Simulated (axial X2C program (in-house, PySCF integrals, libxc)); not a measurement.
# Nuclear properties of CMoO

Computed with an in-house all-electron X2C program for linear molecules (integrals from PySCF): two-component X2C with atomic mean-field Coulomb and Gaunt terms, Gaussian nuclei, basis C dyall-v3z, Mo dyall-v3z, O dyall-av3z with contracted cores.

C–Mo–O held linear, with bonds 1.950 and 1.738 Å (a rough geometry, not the PBE0 minimum).

Input and command:
```json
{"zs": [6, 42, 8], "q": 0, "bas": ["dyall-v3z", "dyall-v3z", "dyall-av3z"], "r0": [1.88, 1.78], "symm": 0, "scan": ["PBE0", "HF", "TPSSh"], "levels": ["PBE0", "HF", "BHandHLYP"], "nst": 2}
```
```bash
python solin.py task.json out
```

Keys: zs atomic numbers; q charge; bas basis sets; r0 starting distance in Å; symm equal bonds; scan levels of the two-bond scan; levels methods; nst determinants followed.

Determinant lowest in the PBE0 search, Ω = 3 (⟨Sz⟩ = 2.99, ⟨Lz⟩ = 0.01 at PBE0), spin on the atoms C 1.12, Mo 1.70, O 0.17:

| level | Eeff magnitude (GV/cm) | Ws magnitude Mo (kHz) | A∥/gI C (MHz) | qzz C (a.u.) | A∥/gI Mo (MHz) | qzz Mo (a.u.) | A∥/gI O (MHz) | qzz O (a.u.) | μ (D) |
| --- | --- | --- | --- | --- | --- | --- | --- | --- | --- |
| PBE0 | 1.05 | 0.0921 | 13 | -0.36 | 712 | -4.13 | 11.4 | -0.83 | -2.03 |
| HF | 0.448 | 0.0524 | 24.5 | -0.27 | 604 | -5.23 | 4.29 | -1.49 | -2.57 |
| BHandHLYP | 1.54 | 0.17 | 24.2 | -0.34 | 720 | -4.38 | 12.9 | -0.93 | -2.44 |

Eeff is the effective electric field on the electron electric dipole moment in this Ω state and Ws the scalar–pseudoscalar constant of the nucleus named (defined with the proton number Z and per Ω); A∥ (defined per Ω) follows by multiplying with gI = μI/(I μN); qzz is the electric field gradient, eQq0 = 234.96 MHz × Q/barn × qzz; μ is positive if the O end (last atom) is positive. The operators were transformed with the bare-nucleus X2C matrices; with these basis sets, hyperfine constants and field gradients can be off by tens of per cent, and where levels differ in sign neither size nor sign is settled.

(1) With gI(13C) = 1.4048, gI(95Mo) = -0.3657, Q(95Mo) = -0.022 barn, Q(17O) = -0.02558 barn (g factors from the IAEA table of nuclear moments by Stone; Q from Pyykkö, Mol. Phys. 2018), turn the PBE0 values of the first state into constants in MHz.

The molecule was held linear; bending was not examined, so a bent shape may lie lower.

Each state is one determinant with collinear spin, which with several unpaired electrons need not be a pure state. Unrestricted Hartree–Fock can overshoot spin polarisation at the nuclei. This is the top spin component of a Σ state; components of lower Ω are not single determinants and can lie lower. With several open shells hyperfine constants can be off by a factor of several. Where Eeff spreads by more than a factor of two the levels disagree and none is to be relied on. Open-shell Ω = 0 determinants with evenly filled partner blocks cannot be reached by this program, so the Ω shown need not be the lowest component. States lie within half an eV, so the first need not be the ground state. Further determinants of the search, some of them spin-mixed, are not shown.

Answers

(1) A∥(13C) = 13 × 1.4048 = 18.3 MHz; A∥(95Mo) = 712 × -0.3657 = -260 MHz; eQq0(95Mo) = 234.96 × (-0.022) × (-4.13) = 21.3 MHz; eQq0(17O) = 234.96 × (-0.02558) × (-0.83) = 4.99 MHz.
